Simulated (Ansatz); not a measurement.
Question: Name a neutral molecule of Ge, O and H with HOMO–LUMO gap (PBE/def2-TZVPP) between 6.30 and 6.60 eV and LUMO energy (PBE0/def2-TZVPP) between 0.15 and 0.45 eV (Ansatz, PBE0-D4/def2-TZVP geometry).

Answer: `[OH][GeH]([OH])[OH]` (6.47 eV, 0.23 eV); `[OH][GeH2][OH]` (6.45 eV, 0.28 eV). Other molecules can fit too; these were computed, each in one conformer that needn't be the lowest.
